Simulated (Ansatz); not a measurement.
A geometry relaxed with CAM-B3LYP-D3(BJ)/def2-TZVP run with Ansatz (a quantum-chemistry and plane-wave program), charge 1, multiplicity 1:

```xyz
6

H     -0.7809    -1.0400    -1.0359
Cl     1.4976     0.6530    -0.2598
Si    -0.6783    -0.1111     0.0859
H     -0.5284    -0.6372     1.4397
H      2.1637    -0.4541    -0.1404
Cl    -1.6737     1.5893    -0.0894
```

Problem. Write the SMILES of this molecule.

Solution. `Cl[SiH2][ClH+]`
